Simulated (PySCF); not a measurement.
NP, SMILES N#P (connectivity only; charge and spin as stated), charge +1, multiplicity 2.

The structure is a stationary point at B3LYP-D3(BJ)/def2-TZVPD. The multiplicity is an assumed one; other spin states were not compared.

Two levels are set side by side: PBE/def2-TZVPD (PySCF) and B3LYP/def2-TZVPD (PySCF). Same geometry, gas phase. Differences are taken from unrounded values.

```tsv
quantity	PBE
α-spin orbital gap (eV)	5.50
β-spin orbital gap (eV)	1.06
mean polarisability (bohr³)	24.4
```

**Question.** These are the PBE values. What does B3LYP give? (An estimate is asked for; the answer gives what the named calculation found.)

**Answer.** 
```csv
quantity,B3LYP,PBE minus B3LYP
α-spin orbital gap (eV),7.43,-1.92
β-spin orbital gap (eV),3.05,-1.99
mean polarisability (bohr³),27.8,-3.4
```

Rough cost on one machine, each run with all the roots and properties that it gave: B3LYP against PBE within a factor of 2.
